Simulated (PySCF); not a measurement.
C3H8O2, SMILES OCC(C)O (connectivity only; charge and spin as stated), charge +1, multiplicity 2. Atoms are numbered in the order given.

```xyz
13

C      1.8340     0.1003     0.4313
C      0.4925     0.4703    -0.1280
O     -0.2575     1.3730     0.5353
C     -0.5114    -1.0625    -0.1802
O     -1.6400    -0.8458    -0.8559
H      2.4928     0.9945     0.3531
H      1.7851    -0.1964     1.4998
H      2.3123    -0.7121    -0.1472
H      0.4358     0.6728    -1.2182
H      0.0369     1.4668     1.4704
H      0.1816    -1.7077    -0.7534
H     -0.5966    -1.2852     0.9038
H     -2.3592    -0.4986    -0.2816
```
Charge +1, spin multiplicity 2.

Geometry optimised at PBE-D3(BJ)/def2-SVP. The spin state was assumed, not searched. One conformer was computed; it need not be the lowest.

Calculation: PySCF with PBE/pcH-1.

Unrestricted Kohn–Sham, ⟨S²⟩ = 0.751. Hyperfine tensors hold the contact and dipolar terms, without spin-orbit corrections.

Question: Estimate the hyperfine couplings. (Estimate from the structure and the level; the computed values follow.)

Answer: 
```
nucleus    A(iso) (MHz)  A(iso) (G)  dipolar principal values (MHz)
---------  ------------  ----------  ------------------------------
13C no. 1          -2.1        -0.7                 -4.1, -3.5, 7.6
13C no. 2          11.2         4.0              -26.0, -23.9, 49.8
17O no. 3         -10.8        -3.8               -76.3, 37.6, 38.8
13C no. 4          26.2         9.3              -27.6, -24.8, 52.4
17O no. 5         -12.7        -4.5               -81.7, 40.3, 41.4
1H no. 6           72.6        25.9                 -4.1, -0.4, 4.5
1H no. 7           11.9         4.2                 -3.5, -2.5, 6.0
1H no. 8           -1.6        -0.6                 -4.0, -1.3, 5.3
1H no. 9           63.3        22.6               -12.0, -1.3, 13.4
1H no. 10         -15.0        -5.4               -16.7, -6.3, 23.0
1H no. 11          43.4        15.5               -12.1, -3.0, 15.1
1H no. 12          36.4        13.0               -12.4, -1.4, 13.8
1H no. 13         -15.6        -5.6               -17.6, -5.8, 23.4
```
